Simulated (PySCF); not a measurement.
Molfile (atoms numbered from 1):
```
C3H9FO3Si2
     RDKit          3D

 18 18  0  0  0  0  0  0  0  0999 V2000
    0.9080    1.5696    1.5206 F   0  0  0  0  0  0  0  0  0  0  0  0
    0.5916    0.3484    0.5180 Si  0  0  0  0  0  4  0  0  0  0  0  0
    1.9766   -0.2959    0.0726 O   0  0  0  0  0  0  0  0  0  0  0  0
    3.5244    0.0555   -0.2979 Si  0  0  0  0  0  4  0  0  0  0  0  0
   -0.2746   -0.7611    1.3058 O   0  0  0  0  0  0  0  0  0  0  0  0
   -1.6700   -0.8278    1.1198 C   0  0  0  0  0  0  0  0  0  0  0  0
   -2.0630   -0.6171   -0.3379 C   0  0  0  0  0  0  0  0  0  0  0  0
   -1.6324    0.7624   -0.8223 C   0  0  0  0  0  0  0  0  0  0  0  0
   -0.2357    0.9428   -0.7368 O   0  0  0  0  0  0  0  0  0  0  0  0
    3.5296    0.7312   -1.5939 H   0  0  0  0  0  0  0  0  0  0  0  0
    4.0764    0.9098    0.7490 H   0  0  0  0  0  0  0  0  0  0  0  0
    4.1194   -1.2763   -0.3356 H   0  0  0  0  0  0  0  0  0  0  0  0
   -2.1462   -0.0655    1.7482 H   0  0  0  0  0  0  0  0  0  0  0  0
   -1.9845   -1.8168    1.4654 H   0  0  0  0  0  0  0  0  0  0  0  0
   -3.1419   -0.7234   -0.4467 H   0  0  0  0  0  0  0  0  0  0  0  0
   -1.5600   -1.3720   -0.9447 H   0  0  0  0  0  0  0  0  0  0  0  0
   -2.1247    1.5370   -0.2222 H   0  0  0  0  0  0  0  0  0  0  0  0
   -1.9018    0.9054   -1.8730 H   0  0  0  0  0  0  0  0  0  0  0  0
  1  2  1  0
  2  3  1  0
  3  4  1  0
  2  5  1  0
  5  6  1  0
  6  7  1  0
  7  8  1  0
  8  9  1  0
  9  2  1  0
  4 10  1  0
  4 11  1  0
  4 12  1  0
  6 13  1  0
  6 14  1  0
  7 15  1  0
  7 16  1  0
  8 17  1  0
  8 18  1  0
M  END
```

PySCF calculation with geometry: GFN2-xTB and shieldings: GIAO PBE0/pcSseg-1; a single conformation, one averaged value for each set of equivalent atoms, gas phase, non-relativistic Hamiltonian.

References, each an isolated molecule treated in the same way: 13C (σref 186.93), 1H (σref 31.72), 29Si (σref 349.16) against TMS; CFCl3 for 19F (σref 170.95); H2O for 17O (σref 336.08).

```csv
atoms,nucleus,count,δ (ppm)
H13/H17,1H,2,4.34
Si4,29Si,1,?
H16,1H,1,2.08
C6/C8,13C,2,?
C7,13C,1,35.6
O5/O9,17O,2,51.5
O3,17O,1,35.8
H10/H11/H12,1H,3,5.09
F1,19F,1,?
Si2,29Si,1,?
H14/H18,1H,2,4.39
H15,1H,1,1.37
```

Complete the table.

## Answers


- C6/C8: 69.0 ppm, sp3 CH2 bonded to O; the inductive effect lowers its shielding
- F1: -158.8 ppm, fluorine bonded to Si
- Si4: -37.5 ppm, silicon bonded to O, 3 H
- Si2: -92.4 ppm, silicon bonded to F, 3 O, in a 6-membered ring

Shifts are as computed. Against solution values, carbons near 30 ppm lie about +3 ppm off and those near 130 ppm about +5 ppm. Of 1211 compounds with measured shifts, 218 miss one by over three times the rms of a fit or turn the order of signals round; such compounds aren't used in these exercises. Unscaled 19F shifts against computed CFCl3 carry errors that often reach 10 to 50 ppm. Experimental scales use liquid or dissolved standards, which lie at an offset from isolated H2O (liquid H2O: subtract about 36 ppm).
